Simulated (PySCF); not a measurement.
## Tin: a sound run and one with changed settings

Sound run: Sn+ [Kr] 4d10 5s2 5p1, Sn(2+) [Kr] 4d10 5s2. All numbers are calculated (PySCF 2.14, scalar relativity through the core potential, in cc-pVTZ-PP with ECP28MDF). In the sound run the correlated levels freeze 4s2 4p6 4d10 outside the core potential. The sound run starts from symmetry-adapted Hartree-Fock orbitals and uses a fine grid where one is needed.

Changed run: initial guess 1e, at most 50 SCF cycles.

| species | method | sound run (hartree) | changed run (hartree) | converged |
| --- | --- | --- | --- | --- |
| Sn+ | UHF | -213.08826 | -213.08826 | yes |
| Sn+ | B3LYP | -214.06009 | -214.06009 | yes |
| Sn+ | CCSD(T) | -213.13297 | -213.13297 | yes |
| Sn(2+) | PBE | -213.45973 | -213.45973 | yes |
| Sn(2+) | MP2 | -212.60792 | -212.60792 | yes |

Here the plain start reaches the same solutions.
